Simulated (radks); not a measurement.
Question: Spherical quantum dot in the effective-mass picture: electrons in a parabolic well V = omega^2 r^2 / 2 with omega = 0.156, with a point charge +1 (a donor) at the centre, all in effective atomic units (hartree* = m*/eps^2 hartree, bohr* = eps/m* bohr), one dielectric constant everywhere. Method: non-relativistic Kohn-Sham, LDA (Slater exchange, Perdew-Wang correlation), spin-polarised, spherical densities; computed with a radial shooting solver with Libxc functionals. Levels are named by radial order and angular momentum (1s, 1p, 1d, 2s, ...), and open shells are averaged over m. Each electron was tried in the lowest free levels, single moves between levels near the top were tried too, and the lowest total energy was kept; such a search can miss a lower state. Give the order in which the levels fill up to N = 28, the shell closures and the spin along the way.

Answer: Shells are first occupied in the order 1s, 1p, 2s, 1d, 1f. Open shells at each N (closed shells left out): 1: 1s(up 1, down 0); 2: none; 3: 1p(up 1, down 0); 4: 1p(up 2, down 0); 5: 1p(up 3, down 0); 6: 1p(up 3, down 0) 2s(up 1, down 0); 7: 1p(up 3, down 2); 8: none; 9: 2s(up 1, down 0); 10: none; 11: 1d(up 1, down 0); 12: 1d(up 2, down 0); 13: 1d(up 3, down 0); 14: 1d(up 4, down 0); 15: 1d(up 5, down 0); 16: 1d(up 5, down 1); 17: 1d(up 5, down 2); 18: 1d(up 5, down 3); 19: 1d(up 5, down 4); 20: none; 21: 1f(up 1, down 0); 22: 1f(up 2, down 0); 23: 1f(up 3, down 0); 24: 1f(up 4, down 0); 25: 1f(up 5, down 0); 26: 1f(up 6, down 0); 27: 1f(up 7, down 0); 28: 1f(up 7, down 1). All shells are closed at N = 2, 8, 10, 20 (there: 1s2 1p6 1d10 2s2). Largest 2S: 7, at N = 27.
